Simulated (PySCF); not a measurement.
**Question.** Write Cartesian coordinates for Nb(NMe)(OMe)3, `C[N]=[Nb]([O]C)([O]C)[O]C` as optimised with PBE0-D3(BJ)/def2-SVP. (Singlet state.)

**Answer.** 
```xyz
21
C4H12NNbO3 angstrom
Nb    -0.026    0.001   -0.594
N      0.001    0.032    1.161
C      0.032    0.037    2.578
H      0.121   -0.985    2.986
H      0.887    0.621    2.963
H     -0.887    0.481    3.002
O      1.568   -0.842   -1.182
C      2.752   -1.460   -0.807
H      2.863   -1.498    0.292
H      3.620   -0.917   -1.221
H      2.787   -2.495   -1.191
O     -0.118    1.795   -1.207
C     -0.145    3.125   -0.813
H     -0.056    3.230    0.284
H     -1.089    3.604   -1.128
H      0.687    3.683   -1.280
O     -1.549   -0.987   -1.142
C     -2.669   -1.699   -0.739
H     -2.747   -1.751    0.362
H     -2.631   -2.732   -1.129
H     -3.588   -1.227   -1.126
```

Orientation and origin are arbitrary. Atoms count from 1 in this order. All 3 Nb–O bonds measure 1.896 to 1.898 Å. All 3 C–O bonds measure 1.387 to 1.388 Å. Nb1 (niobium bonded to N and 3 O) is tetrahedral (angles from 107.8° to 111.1°).

Bonds between heavy atoms (Å): Nb1–N2 1.755, Nb1–O7 1.896, Nb1–O12 1.898, Nb1–O17 1.896, N2–C3 1.418, O7–C8 1.387, O12–C13 1.388, O17–C18 1.387.

Method: PBE0-D3(BJ)/def2-SVP geometry optimisation, gas phase, def2 core potentials past Kr in PySCF.

Point group: near C3v, missed by 0.18 Å at most; the miss may be what the optimiser left on a soft mode. No PBE0-D3(BJ)/def2-SVP frequencies stand behind this structure, so it isn't proved a minimum. Torsions: N2–Nb1–O7–C8 1°, N2–Nb1–O12–C13 2°, N2–Nb1–O17–C18 0°.

On one thread, Arm Neoverse V2 (aarch64), shared host, this took 6.6 min of wall time and 0.93 GiB of memory at its peak. These figures are those of the optimisation.
